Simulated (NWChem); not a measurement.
System: C₃H₈N, doublet; SMILES CC[N]C

Here is an NWChem input.

```
start job
memory heap 200 mb stack 900 mb global 1100 mb
geometry units angstroms noautosym nocenter noautoz
  C      0.172822    -1.883805     0.034678
  C     -0.423141    -0.483470    -0.098636
  N      0.541423     0.539572     0.232598
  C     -0.009366     1.866723     0.116867
  H     -0.567243    -2.650823    -0.220396
  H      1.034763    -1.998971    -0.630662
  H      0.514385    -2.059487     1.060061
  H     -0.798232    -0.321742    -1.127400
  H     -1.313767    -0.381098     0.550555
  H      0.744396     2.616236     0.377211
  H     -0.882981     2.002433     0.779179
  H     -0.365088     2.068885    -0.909263
end
basis spherical
  C library def2-svp
  N library def2-svp
  H library def2-svp
end
dft
  odft
  mult 2
  xc pbe0
  iterations 150
end
cosmo
  do_cosmo_smd true
  solvent anisole
end
task dft energy
```

Geometry: optimised at B3LYP/6-31G* (spherical d), spin-unrestricted. No stability test was run on the SCF state. Solvent: anisole.

Level: PBE0/def2-SVP with SMD (1 M gas to 1 M solution), gas-phase geometry. Reactions with the solvent are ignored.

Predict the main results of this run. (PBE0/def2-SVP, spin-unrestricted, SMD on the gas-phase geometry.) Quantities: solvation free energy (kcal/mol); cavity-dispersion-structure term (kcal/mol); dipole in solution (D).


```
Item                                         Result
-------------------------------------------  ------
solvation free energy (kcal/mol)               -3.2
cavity-dispersion-structure term (kcal/mol)    -0.2
dipole in solution (D)                         2.14
```
